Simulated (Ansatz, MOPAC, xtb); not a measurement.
Isomers of CH6AlN: 1 is [CH3][AlH][NH2], 2 is [NH](C)[AlH2]; one conformer of each (the lowest of an xTB search), B3LYP-D3(BJ)/def2-TZVP minima.
Isomer 1 (charge 0, multiplicity 1, Z-matrix in Å and degrees):
```
Al
N 1 1.7739
H 2 1.0083 1 125.33
H 2 1.0083 3 110.04 1 179.88
H 1 1.5810 2 116.44 3 -179.99
C 1 1.9534 5 123.69 2 -179.96
H 6 1.0924 1 112.63 5 179.90
H 6 1.0942 7 107.65 1 122.83
H 6 1.0942 7 107.64 8 114.35
```
Isomer 2 (charge 0, multiplicity 1):
```xyz
9

C     -1.17555    -0.37733     0.35695
N     -0.10236     0.01834    -0.54435
Al     1.56425     0.47353    -0.15409
H     -2.03368     0.30104     0.30106
H     -1.53668    -1.39052     0.15022
H     -0.81489    -0.36321     1.38682
H     -0.40323     0.01577    -1.50907
H      2.51391     0.85937    -1.35335
H      1.98823     0.46301     1.36580
```

No zero-point or thermal terms.

Frozen-core correlation. The state that PM3 reach isn't checked.

Run with Ansatz (Gaussian basis) for Hartree–Fock, density functionals and correlated methods; MOPAC for PM3 (differences of heats of formation); xtb for the GFN methods. 

Q: One of these levels gives 20.36 kcal/mol for the electronic energy of isomer 2 less that of isomer 1. Which one is it?
A. PM3
B. PBE0/def2-TZVPP
C. GFN2-xTB
D. MP2/cc-pV(D+d)Z

A: B, PBE0/def2-TZVPP. The others give 31.43 (PM3), -5.29 (GFN2-xTB), 16.98 (MP2/cc-pV(D+d)Z)

Ansatz is an electronic-structure program.
